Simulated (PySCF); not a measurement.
PySCF job for C₂H₁₀O₂Si₂, SMILES OC[SiH]([SiH3])CO, SMD-M06-2X/def2-SVP. Coordinates come from a r2SCAN-D4/def2-SVP optimisation. The structure was generated by enumeration, and PubChem lists no compound with its InChIKey, so it may never have been made. The values are those of a single conformer.

```python
import numpy as np
from pyscf import gto, scf, dft
from pyscf.solvent import smd

mol = gto.M(
    atom='''
    O     1.03678685    2.49823588   -0.08196675
    C    -0.16771443    1.90140139   -0.56290097
    Si    0.00425892   -0.00247259   -0.55424753
    Si    1.00320183   -0.48867641    1.51317272
    C    -1.62218019   -0.98669457   -0.74991107
    O    -1.38761286   -2.38799405   -0.69054616
    H     1.74714378    2.26173871   -0.69366971
    H    -0.46728290    2.30463009   -1.55249049
    H    -0.96304508    2.20006945    0.14152021
    H     0.94532688   -0.40207436   -1.65174843
    H     0.30739234    0.27062750    2.59792603
    H     2.45842556   -0.15453251    1.53376914
    H     0.87131305   -1.95011413    1.83163082
    H    -2.05857807   -0.78386604   -1.74319091
    H    -2.38165676   -0.65131931   -0.01142282
    H    -1.01751358   -2.58924914    0.17969910
    ''',
    basis='def2-SVP',
    charge=0,
    spin=0,
    max_memory=1600,
    verbose=3,
)
mf = dft.RKS(mol, xc='m06-2x').density_fit(auxbasis='def2-universal-jkfit')
mf.grids.level = 4
mf.conv_tol = 1e-9
mf.max_cycle = 100
mf.kernel()
res = {}
for name in ['water', 'toluene', '2-propanol']:
    s = mf.SMD()
    s.with_solvent.solvent, s.with_solvent.sasa_ng = name, 194
    s.kernel(mf.make_rdm1())
    res[name] = (s.e_tot, s.with_solvent.get_cds(), s.dip_moment(), s.mo_energy, s.converged)
    print(f'SMD {name}: dG(solv) = {(s.e_tot - mf.e_tot) * 627.509474:.3f} kcal/mol, of which CDS {res[name][1] * 627.509474:.3f}')
```

Program output:

```
converged SCF energy = -811.123010368535
converged SCF energy = -811.135188043535
Dipole moment(X, Y, Z, Debye): -0.61772,  0.79311, -0.79651
SMD water: dG(solv) = -7.642 kcal/mol, of which CDS 4.732
converged SCF energy = -811.129552006282
Dipole moment(X, Y, Z, Debye): -0.44971,  0.76750, -0.68519
SMD toluene: dG(solv) = -4.105 kcal/mol, of which CDS -1.490
converged SCF energy = -811.138286005921
Dipole moment(X, Y, Z, Debye): -0.58586,  0.78787, -0.78331
SMD 2-propanol: dG(solv) = -9.586 kcal/mol, of which CDS 0.542
```

Self-consistency was reached.
